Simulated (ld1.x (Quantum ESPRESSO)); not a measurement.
# Ranking TM potentials for molybdenum (Mo)

All share these settings but for the change named:

molybdenum (Mo), norm-conserving Troullier–Martins (Kleinman–Bylander form), made with ld1.x (Quantum ESPRESSO) 7.5 (PBE, scalar-relativistic). Core [Ar] 3d10, reference 4s2 4p6 4d3 5s0 5p0 (charge +3). Waves: 4p (bound): rc 1.60 bohr; 4d (bound): rc 1.70 bohr; 4s (bound): rc 1.30 bohr. Local part: the s channel. Core correction: Bessel-smoothed model core inside 1.20 bohr.

Cutoff: the first of the cutoffs (Ry, on a coarse ladder) from which the occupation-weighted sum of valence levels, in a spherical-Bessel basis at the reference potential, stays within 10 and 1 mRy of its value at 400 Ry; the density cutoff is not measured.

The base gives 90 Ry.

Of 10 variants that were run, those that failed, showed a ghost or another fault, or gave nearly equal values are left out.

A variant can come out equal or close to the base.

Q: Rank these variants from softest to hardest (loose cutoff).
A. wave 4s (bound): rc 1.30 bohr becomes 4s (bound): rc 1.20 bohr
B. wave 4s (bound): rc 1.30 bohr becomes 4s (bound): rc 1.50 bohr
C. wave 4s (bound): rc 1.30 bohr becomes 4s (bound): rc 1.60 bohr
D. wave 4s (bound): rc 1.30 bohr becomes 4s (bound): rc 0.94 bohr
E. wave 4s (bound): rc 1.30 bohr becomes 4s (bound): rc 0.86 bohr

A: C (60 Ry), B (70 Ry), A (90 Ry), D (140 Ry), E (200 Ry).
